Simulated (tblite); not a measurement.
Species: C6H10F3P.
Cartesian coordinates in Å at the GFN2-xTB level; atoms count from 1:
```xyz
20
C6H10F3P angstrom
C      2.7912   -0.8470    0.8487
C      1.8032   -0.6065    0.0018
P      0.9532    1.0051   -0.0543
C     -0.7975    0.4053   -0.2278
C     -1.3320   -0.0707    1.1209
C     -2.7739   -0.5477    1.0060
C      1.2175    1.2485   -1.9142
F      2.4977    1.5387   -2.1836
F      0.4766    2.2662   -2.3777
F      0.9029    0.1789   -2.6670
H      3.2927   -1.8009    0.8856
H      3.1366   -0.0957    1.5401
H      1.4527   -1.3649   -0.6915
H     -0.8442   -0.4042   -0.9639
H     -1.4006    1.2422   -0.5935
H     -0.7032   -0.8842    1.4926
H     -1.2734    0.7470    1.8430
H     -3.4161    0.2600    0.6623
H     -2.8490   -1.3703    0.2983
H     -3.1395   -0.8892    1.9710
```

Computed with GFN2-xTB (tblite): harmonic, unscaled wavenumbers at the GFN2-xTB geometry, gas phase. Against measured fundamentals such values can be off by several per cent, at times by over 20. One conformer, not necessarily the lowest.

Harmonic wavenumbers (cm⁻¹): 38.6, 42.5, 63.9, 74.8, 86.7, 156.4, 207.7, 225.9, 238.1, 261.5, 272.2, 314.3, 382.7, 426.9, 469.4, 475.5, 567.8, 667.1, 707.5, 759.5, 766.9, 857.1, 909.6, 946.3, 996.5, 1002.6, 1028.2, 1038.2, 1054.0, 1082.6, 1086.1, 1113.5, 1214.7, 1220.8, 1233.0, 1268.5, 1338.1, 1390.4, 1416.5, 1432.5, 1492.2, 1500.4, 1502.0, 1658.3, 2925.5, 2946.1, 2961.6, 2979.5, 2999.8, 3034.7, 3038.6, 3045.3, 3090.1, 3117.2.

A = 1443, B = 769.8, C = 586.2 MHz; mass 170.047 u (most abundant isotopes); point group C1, symmetry number 1.

What is the zero-point energy?

½Σν̃ = 32563 cm⁻¹ = 93.10 kcal/mol.

Give the ideal-gas entropy at 273.15 K and 1 bar in the rigid-rotor, harmonic-oscillator model (classical rotation).

Translation 40.89, rotation 30.32, vibration 38.63: S = 109.8 cal/(mol K).

And Cp and H(273.15 K) − H(0)?

Cp = 42.89 cal/(mol K), of which vibrations give 34.94 (their classical limit is 54 R = 107.3); H(273.15 K) − H(0) = 7.42 kcal/mol without the zero-point energy, 5.24 from vibrations.

What must be added to the electronic energy to get the Gibbs energy at 273.15 K and 1 bar?

ZPE + [H(273.15 K) − H(0)] − T·S = 93.10 + 7.42 − 30.00 = 70.52 kcal/mol.

Blend soft modes into free rotors: weight 1/[1 + (100 cm⁻¹/ν̃)⁴] for the oscillator and the rest for a rotor with moment μB/(μ + B), μ = h/(8π²ν), B = 10⁻⁴⁴ kg m². What vibrational entropy results?

34.11 cal/(mol K) in place of 38.63, which changes −T·S at 273.15 K by +1.23 kcal/mol.

How do the functions run with temperature in this model?

```csv
T (K),S (cal/(mol K)),Cp (cal/(mol K)),H − H(0) (kcal/mol),G − H(0) (kcal/mol),ln q(vib)
50,64.0,16.6,0.60,-2.60,1.15
100,77.7,23.7,1.61,-6.16,3.20
298.15,113.7,45.6,8.52,-25.38,10.65
373.15,124.8,53.2,12.23,-34.33,13.21
500,142.0,64.3,19.71,-51.26,17.34
750,171.1,79.4,37.83,-90.52,24.86
1000,195.4,89.1,58.99,-136.42,31.63
```

q(vib) and H(0) count from the zero-point level.

Hindered rotation and anharmonicity are outside this model. Other conformers, if any are populated, would add a mixing term that is left out. The structure is chiral; the term R ln 2 for an equal mix with its mirror image is left out.
